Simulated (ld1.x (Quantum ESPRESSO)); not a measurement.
## Ho (Z = 67): excitation energies, all-electron against PAW

```json
{"Element": "holmium", "Generator": "ld1.x (Quantum ESPRESSO) 7.5", "Type": "PAW", "Functional": "Wu–Cohen", "Relativity": "fully relativistic", "Frozen core": "[Kr] 4d10", "Valence charge": "21", "Reference configuration": "4f10.5 5s2 5p6 5d0.5 6s2 6p0", "Partial waves": "5s (bound): rcut 1.90, rcutus 2.25 bohr; 6s (bound): rcut 1.90, rcutus 2.25 bohr; 5p (bound): rcut 2.20, rcutus 2.50 bohr; 6p (bound, empty): rcut 2.20, rcutus 2.50 bohr; 5d (bound): rcut 1.75, rcutus 2.20 bohr; 5d channel at 3.3 Ry: rcut 1.75, rcutus 2.20 bohr; 4f (bound): rcut 1.00, rcutus 1.25 bohr; 4f channel at 3.8 Ry: rcut 1.00, rcutus 1.25 bohr", "Local potential": "all-electron potential smoothed inside 1.10 bohr (lloc = -1)", "Core correction": "a·sin(br)/r model core inside 1.20 bohr", "Augmentation charge": "PSQ, inside the norm-conserving radii"}
```

Open shells are filled in proportion to 2j + 1 (rel_dist='average').

Energies are relative to the spin-unpolarised reference configuration 4f10.5 5s2 5p6 5d0.5 6s2 6p0; without spin polarisation the order of configurations can differ from experiment. Not all tests gave a result: test run stopped at test 7 of 7 (negative rho).

```csv
valence configuration,charge,ΔE all-electron (eV),error AE − PS (meV)
4f11 5s2 5p6 5d0 6s2 6p0,0,-1.638,-200
4f11 5s2 5p6 5d0 6s1 6p0,+1,4.671,-208
4f11 5s2 5p6 5d0 6s1 6p1,0,1.114,-215
4f10 5s2 5p6 5d1 6s1 6p0,+1,9.862,-259
4f11 5s2 5p6 5d0 6s0 6p2,0,3.976,-231
```

Task: What are ΔE and the potential's error for 4f11 5s2 5p6 5d0 6s0 6p0?

Result: ΔE = 16.309 eV all-electron; the error (AE − PS) is -192 meV.

The ghost test of this file was not conclusive.
